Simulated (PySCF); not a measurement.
Two probes of the same atoms: core binding energy and nuclear shielding

Species: C₇H₁₂Si.
Atom-mapped SMILES: `[CH3:1][CH2:2][CH2:3][C:4]1=[CH:5][SiH2:6][CH:7]=[CH:8]1`

Structure used (PBE0-D3(BJ)/def2-SVP), in Å, numbered top down from 1:
```
atom  x, y, z in Å
C1    -3.266   -0.090   -0.177
C2    -1.770   -0.096   -0.450
C3    -0.932    0.130    0.810
C4     0.543    0.107    0.542
C5     1.363    1.184    0.546
Si6    3.077    0.597    0.092
C7     2.512   -1.183   -0.072
C8     1.192   -1.191    0.202
H9    -3.846   -0.235   -1.101
H10   -3.586    0.863    0.272
H11   -3.547   -0.894    0.523
H12   -1.481   -1.053   -0.917
H13   -1.515    0.685   -1.186
H14   -1.209    1.092    1.270
H15   -1.179   -0.656    1.548
H16    0.995    2.185    0.780
H17    3.610    1.182   -1.179
H18    4.107    0.804    1.158
H19    3.064   -2.090   -0.322
H20    0.582   -2.103    0.194
```

Binding energies: delta-SCF UKS SCAN, pcX-2 on the ionised atom, pcseg-1 elsewhere, spin-free X2C (PySCF). Shieldings: GIAO B3LYP/pcSseg-1, non-relativistic, same geometry.

```tsv
atom	C 1s (eV)
C1	290.58
C2	290.50
C3	290.52
C4	290.38
C5	289.14
C7	289.43
C8	290.36
```

Problem. What are the absolute isotropic shieldings of these atoms?

Solution. 
| atom | environment | C 1s (eV) | isotropic shielding (ppm) |
| --- | --- | --- | --- |
| C5 | alkene CH carbon | 289.14 | 55.5 |
| C7 | alkene CH carbon | 289.43 | 44.2 |
| C8 | alkene CH carbon | 290.36 | 18.5 |
| C4 | fully substituted alkene carbon | 290.38 | 4.3 |
| C2 | chain CH2 carbon | 290.50 | 150.6 |
| C3 | allylic carbon | 290.52 | 134.8 |
| C1 | methyl carbon | 290.58 | 161.9 |

Over these 7 sites the two quantities correlate at r = 0.44. By binding energy: C5 < C7 < C8 ≈ C4 < C2 ≈ C3 < C1. By shielding: C4 < C8 < C7 < C5 < C3 < C2 < C1.

The unrestricted hole states depart most from a pure doublet (⟨S²⟩ = 0.75; over 0.85 named) for C 1s of C4 (0.95) and C 1s of C8 (0.94), which makes these values less certain. One conformer (not necessarily the lowest) at the PBE0-D3(BJ)/def2-SVP geometry, without solvent, vibrations or thermal averaging.
